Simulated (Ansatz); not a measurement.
System: BNH3, charge 0, doublet. BNH3 (SMILES [NH]B, doublet).
B3LYP-D3(BJ)/def2-TZVP minimum from Ansatz (a quantum-chemistry and plane-wave program):
```xyz
5

B     -0.6755     0.1489    -0.0061
N      0.6301    -0.0972     0.0059
H     -1.4467    -0.7808    -0.0183
H     -1.1064     1.2696    -0.0052
H      1.5198    -0.5528     0.0128
```
Charge 0, spin multiplicity 2.

Total energies in cc-pVDZ, 11 correlated electrons, 2 frozen orbitals. UHF or UKS for unpaired electrons; spin-orbit terms are left out. Cores are frozen in correlated methods. No relativity.

```tsv
method	program	energy (Eh)	minus CCSDTQ (mEh)
HF	Ansatz	-80.84700	268.18
MP2	Ansatz	-81.07258	42.60
CCSD	Ansatz	-81.10651	8.67
CCSD(T)	Ansatz	-81.11359	1.59
CCSDT(Q)	Ansatz	-81.11522	-0.04
CCSDTQ	Ansatz	-81.11518	0.00
```
